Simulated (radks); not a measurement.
Results of a calculation; reference values are marked as such.
Ir+, configuration [Xe] 4f14 5d7 6s1.

Code: a radial shooting solver on a logarithmic mesh with Libxc functionals. Model: Dirac Kohn-Sham, XLYP, spin-unpolarised, spherical densities, finite nucleus; open shells fill j = l - 1/2 first; Fermi nuclear charge, rms radius 5.4032 fm.

Energy parts (Ry):
total: -35712.4863
kinetic: 40675.6675
electron-nucleus: -89562.0839
Hartree: 13875.2473
exchange-correlation: -701.3173

Orbitals (lengths in bohr, moments of r in powers of bohr; r(max) is where P^2 peaks):
1s1/2: occ. 2; eigenvalue (Ry) -5586.132; r(max) 0.01082; <r^4> 4.813e-07
2s1/2: occ. 2; eigenvalue (Ry) -977.0154; r(max) 0.06251; <r^4> 0.00007085
2p1/2: occ. 2; eigenvalue (Ry) -936.2242; r(max) 0.04619; <r^4> 0.00004231
2p3/2: occ. 4; eigenvalue (Ry) -816.5586; r(max) 0.05335; <r^4> 0.00006391
3s1/2: occ. 2; eigenvalue (Ry) -228.9297; r(max) 0.1759; <r^4> 0.002592
3p1/2: occ. 2; eigenvalue (Ry) -210.5893; r(max) 0.1644; <r^4> 0.002270
3p3/2: occ. 4; eigenvalue (Ry) -184.3894; r(max) 0.1790; <r^4> 0.003078
3d3/2: occ. 4; eigenvalue (Ry) -153.6562; r(max) 0.1397; <r^4> 0.002061
3d5/2: occ. 6; eigenvalue (Ry) -147.9938; r(max) 0.1437; <r^4> 0.002259
4s1/2: occ. 2; eigenvalue (Ry) -49.27327; r(max) 0.3977; <r^4> 0.05938
4p1/2: occ. 2; eigenvalue (Ry) -41.52438; r(max) 0.3964; <r^4> 0.06396
4p3/2: occ. 4; eigenvalue (Ry) -35.32545; r(max) 0.4268; <r^4> 0.08639
4d3/2: occ. 4; eigenvalue (Ry) -22.59866; r(max) 0.4210; <r^4> 0.1064
4d5/2: occ. 6; eigenvalue (Ry) -21.44810; r(max) 0.4305; <r^4> 0.1167
5s1/2: occ. 2; eigenvalue (Ry) -7.76789; r(max) 0.8915; <r^4> 1.693
5p1/2: occ. 2; eigenvalue (Ry) -5.33348; r(max) 0.9469; <r^4> 2.502
4f5/2: occ. 6; eigenvalue (Ry) -5.26304; r(max) 0.3926; <r^4> 0.2578
4f7/2: occ. 8; eigenvalue (Ry) -5.03377; r(max) 0.3973; <r^4> 0.2745
5p3/2: occ. 4; eigenvalue (Ry) -4.33433; r(max) 1.028; <r^4> 3.620
5d3/2: occ. 4; eigenvalue (Ry) -1.16354; r(max) 1.278; <r^4> 19.43
5d5/2: occ. 3; eigenvalue (Ry) -1.07128; r(max) 1.319; <r^4> 23.18
6s1/2: occ. 1; eigenvalue (Ry) -0.99561; r(max) 2.335; <r^4> 109.8

The highest occupied level is 6s1/2 at -13.546 eV. The density falls to 0.001 e/bohr^3 at r = 4.11 bohr. The electron density at the nucleus is 1.822e+06 e/bohr^3.
